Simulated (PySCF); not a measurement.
## Predicted spectroscopic data

- J couplings at B3LYP/pcJ-1 (spin–dipole term left out of most H,H and C,H couplings)
- σ from GIAO-PBE0/pcSseg-1
- geometry: GFN2-xTB
- code: PySCF 2.14
- non-relativistic Hamiltonian, gas phase, single conformer, averaged over atoms made equivalent by symmetry, fast rotation or ring inversion

Referencing at the same level of theory: 1H (σ = 31.72 ppm) and 13C (σ = 186.93 ppm) against TMS. Multiplet labels drop J under 1 Hz and among equivalent protons, and merge close values. Unscaled 3J(H,H) run several per cent high. Splittings of carbon signals by F and P are missing where no couplings were computed. Where no couplings were computed, multiplicities follow the n + 1 count of equivalent neighbours, and m marks all less simple cases (inequivalent or close neighbours, rings, F or P nearby). Shifts are as computed. Against solution values, carbons near 30 ppm lie about +3 ppm off and those near 130 ppm about +5 ppm. Of 1211 compounds with measured shifts, 218 miss one by over three times the rms of a fit or turn the order of signals round; such compounds aren't used in these exercises. OH and NH positions are gas-phase values without hydrogen bonding to other molecules.

Compound 1 (C$_{6}$H$_{7}$F$_{3}$). 1H NMR (400 MHz, computed): δ 5.58 (m, 1H), 3.16 (m, 2H), 2.94 (m, 2H), 2.15 (m, 2H). 13C{1H} NMR (computed): δ 165.9, 133.4, 119.7, 31.6, 31.2, 17.1. Structure: `FC(F)(F)C=C1CCC1`.

Compound 2 (C$_{4}$H$_{5}$N$_{3}$). 1H NMR (400 MHz, computed): δ 10.66 (br s, 1H), 8.14 (s, 1H), 6.80 (dd, J = 18.6, 12.7 Hz, 1H), 6.35 (d, J = 18.6 Hz, 1H), 5.78 (d, J = 12.7 Hz, 1H). 13C{1H} NMR (computed): δ 142.9 (C), 132.3 (CH), 128.1 (CH), 124.2 (CH2). Structure: `C=Cc1cnn[nH]1`.
